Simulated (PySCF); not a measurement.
PySCF 2.14 output of a UHF calculation on a single atom or ion in ANO-RCC-VTZP, with the spin-free X2C one-electron Hamiltonian (Gaussian nucleus):

```
SCF conv_tol = 1e-09
number electrons alpha = 30  beta = 27
cycle= 1 E= -8488.87605221131  delta_E= -0.00386  |g|= 0.0225  |ddm|= 0.0615
cycle= 2 E= -8488.87643071957  delta_E= -0.000379  |g|= 0.0081  |ddm|= 0.0199
cycle= 3 E= -8488.87648738701  delta_E= -5.67e-05  |g|= 0.00105  |ddm|= 0.011
cycle= 4 E= -8488.8764882279  delta_E= -8.41e-07  |g|= 0.000389  |ddm|= 0.00157
cycle= 5 E= -8488.87648834537  delta_E= -1.17e-07  |g|= 5.25e-05  |ddm|= 0.000581
cycle= 6 E= -8488.87648834936  delta_E= -3.99e-09  |g|= 5.21e-06  |ddm|= 0.000142
cycle= 7 E= -8488.87648834939  delta_E= -3.09e-11  |g|= 1.15e-06  |ddm|= 1.08e-05
converged SCF energy = -8488.87648834939  <S^2> = 3.7613219  2S+1 = 4.0056569
```

The run itself started from symmetry-adapted Hartree-Fock orbitals and held the occupation by maximum overlap, so the iterations belong to that start.

Question: Which element, charge and spin multiplicity is this?

Answer: La (lanthanum, neutral), multiplicity 4; the state was [Xe] 5d3, high-spin 4F determinant (an excited configuration).

Spin-orbit coupling, absent here, splits the open shell strongly.
